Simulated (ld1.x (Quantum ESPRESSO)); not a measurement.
Before and after: ultrasoft potential for Li

Li, ultrasoft, made with ld1.x (Quantum ESPRESSO) 7.5 (LDA (PZ), scalar-relativistic). Core [He], reference 2s1 2p0. Waves: 2s (bound): rcut 2.65, rcutus 2.95 bohr; 2s channel at 0.1 Ry: rcut 2.65, rcutus 2.95 bohr; 2p (bound, empty): rcut 3.85, rcutus 4.50 bohr; 2p channel at 1.75 Ry: rcut 3.85, rcutus 4.50 bohr; 3d channel at 0.45 Ry: rcut 3.85, rcutus 4.60 bohr. Local part: all-electron potential smoothed inside 2.25 bohr (lloc = -1). Core correction: Bessel-smoothed model core, default radius (core density twice the valence density). Augmentation charge: PSQ, radius 2.75 bohr.

All-electron outer shells of the reference configuration (LDA (PZ), scalar-relativistic, ld1.x):

```csv
shell,level (eV),outermost node (bohr),outermost maximum (bohr)
1s,-51.10,–,0.36
2s,-2.88,0.84,3.12
2p,-1.13,–,3.91
```

Change: local potential all-electron potential smoothed inside 3.78 bohr (lloc = -1).

Cutoffs: the cutoffs (Ry, on a coarse ladder) from which the occupation-weighted sum of valence levels, in a spherical-Bessel basis at the reference potential, stays within 10 and 1 mRy of its value at 400 Ry; they do not see the model core or the augmentation charge, which bear on the density cutoff. Errors are all-electron minus pseudo energies relative to the spin-unpolarised reference configuration.

Q: How do hardness, ghosts and transferability respond?

A: Both files are so soft that the ladder of cutoffs tells neither apart; the errors of the 4 common tests hardly move; the range in which the s phases agree widens (upper end 2.3 → at the end of the scan); neither file shows a bound ghost.

| quantity | base | changed |
| --- | --- | --- |
| cutoff, loose | 6 Ry | 6 Ry |
| cutoff, tight | 6 Ry | 6 Ry |
| bound ghosts | none | none |
| error for 2s0.5 2p0, meV [ΔE 2.04 eV] | -0.2 | -0.3 |
| error for 2s0 2p1, meV [ΔE 1.75 eV] | -0.1 | -0.2 |
| error for 2s1 2p0 (spin-polarised), meV [ΔE -0.23 eV] | -0.8 | -0.8 |
| error for 2s0.5 2p0 (spin-polarised), meV [ΔE 1.95 eV] | -0.7 | -0.7 |
| s: phases at 4.99 bohr within 0.05 rad from the reference energy up to (Ry; the scan ends near 5) | 2.3 | to the end of the scan |
| p: phases at 4.99 bohr within 0.05 rad from the reference energy up to (Ry; the scan ends near 5) | 0.5 | 0.5 |
| d: phases at 4.99 bohr within 0.05 rad from the reference energy up to (Ry; the scan ends near 5) | 1.5 | 1.4 |
| lowest overlap eigenvalue by channel | s 0.55, p 0.80, d 0.69 | s 0.51, p 0.85, d 0.99 |
